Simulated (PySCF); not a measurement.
Isomers of CH6OSi. Isolated molecules, 0 K electronic values unless said otherwise. One relaxed conformer stands for each flexible species; it need not be the lowest. Strings in code marks are SMILES.

Computed with PySCF with PBE0-D3(BJ)/def2-TZVP. All candidates: neutral, multiplicity 1. Excitations are Tamm–Dancoff values on a coarser integration grid. The basis has no diffuse functions, so Rydberg states are missing or too high.

- HOMO = -8.41 eV
- S1 excitation (TDA) = 7.35 eV
- T1 excitation (TDA) = 6.97 eV

Say which member has these values.
A) `OC[SiH3]` (H–O–C–Si torsion 59°)
B) `CO[SiH3]`
C) `C[SiH2]O` (C–Si–O–H torsion 69°)

C, `C[SiH2]O` (C–Si–O–H torsion 69°). The others give `CO[SiH3]`: -8.18 eV, 6.94 eV, 6.59 eV; `OC[SiH3]` (H–O–C–Si torsion 59°): -7.58 eV, 6.55 eV, 6.11 eV
